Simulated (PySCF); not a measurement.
Computed shifts of a molecule C2H7BFN, PySCF with PBE/pcSseg-1, GIAO, gas phase, atoms alike by connectivity averaged where their shifts nearly agree, in ppm (number of nuclei): ¹⁹F: -138.9 (1). ¹³C: 31.2 (1), 0.9 (1). ¹H: 3.08 (3), 3.01 (1), 0.45 (3). ¹⁵N: 103.3 (1). References: ¹¹B against BF3 (σ = 83.9 ppm); ¹⁹F against CFCl3 (σ = 133.6 ppm); ¹³C against TMS (σ = 182.0 ppm); ¹H against TMS (σ = 31.49 ppm); ¹⁵N against NH3 (σ = 267.0 ppm), references at their B3LYP-D3(BJ)/def2-TZVP geometries, non-relativistic. Geometry: B3LYP-D3(BJ)/def2-SVP. Other conformers were not sampled.

Task: Which structure fits?
A) CB(N)CF
B) CCB(N)F
C) CNB(C)F
D) CN(C)BF

Result: C, CNB(C)F
